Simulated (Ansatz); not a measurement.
Calculated with Ansatz (gas phase, PBE0-D4/def2-TZVP geometries, no zero-point term in ΔE). CCSD(T)/CBS adds triple-zeta CCSD(T) − MP2 to the extrapolated MP2 energy (def2 sets, frozen cores). Functionals use def2-TZVPP. Elements past krypton have def2 core potentials. For Sb outer-core shells are correlated without core-valence functions, which leaves a few kJ/mol of doubt a bond. Each species was taken in one conformer, which may not be the lowest.

Reaction (redistribution): `O[SiH2]S[SiH](Cl)Cl` + `[F][SbH][SiH3]` → `O[SiH2]S[SiH2]Cl` + `[F][Sb]([SiH3])[Cl]`

`O[SiH2]S[SiH](Cl)Cl`:

```xyz
10

O     1.902   -0.835   -1.051
Si    0.468   -0.161   -1.448
S    -1.188   -1.008   -0.357
Si   -1.076    0.296    1.289
Cl    0.818    0.309    2.101
Cl   -2.388   -0.353    2.702
H     2.177   -0.764   -0.134
H     0.447    1.301   -1.189
H     0.228   -0.482   -2.867
H    -1.388    1.696    0.954
```

`[F][SbH][SiH3]`:

```xyz
7

F    -1.825    0.772   -1.487
Sb   -0.856   -0.872   -1.199
Si    0.864    0.217    0.404
H    -1.796   -1.337    0.161
H     0.185    1.104    1.382
H     1.857    0.996   -0.380
H     1.571   -0.880    1.121
```

`O[SiH2]S[SiH2]Cl`:

Z-matrix (Å, degrees):
```
Si
S 1 2.145
O 1 1.638 2 112.0
H 1 1.483 2 103.8 3 122.9
H 1 1.478 2 111.1 3 -117.2
Si 2 2.121 1 97.5 3 47.5
H 3 0.959 1 118.5 2 44.2
Cl 6 2.059 2 111.6 1 -83.8
H 6 1.479 2 110.9 1 35.8
H 6 1.477 2 107.5 1 158.9
```

`[F][Sb]([SiH3])[Cl]`:

Cartesian coordinates in Å:
```
F -1.990 0.613 -1.300
Sb -0.209 1.302 -1.105
Si 0.579 -0.812 0.197
Cl -0.568 2.473 0.900
H -0.444 -1.124 1.224
H 1.888 -0.503 0.830
H 0.744 -1.950 -0.746
```

| level | ΔE (eV) |
| --- | --- |
| PBE-D4 | 0.13 |
| r2SCAN-D4 | 0.17 |
| PBE0-D4 | 0.19 |
| PBE0 | 0.17 |
| MP2/def2-TZVPP | 0.24 |
| SCS-MP2/def2-TZVPP | 0.20 |
| CCSD/def2-TZVPP | 0.23 |
| HF/def2-QZVPP | 0.10 |

(1) What does CCSD(T)/CBS give? (Best estimate.)

Largest T1 diagnostic among the species: 0.014.

## Answers

(1) Ansatz gave: +0.16 eV. The listed levels differ from it by -0.03, 0.01, 0.03, 0.01, 0.08, 0.04, 0.07, -0.06 eV.

From PBE to PBE0 (25 % exact exchange), in def2-TZVPP and without D4, ΔE moves by +0.05 eV. In def2-TZVPP, CCSD(T) changes the Hartree–Fock value by +0.11 eV (the triples alone add +0.00 eV) and MP2 by +0.12 eV.
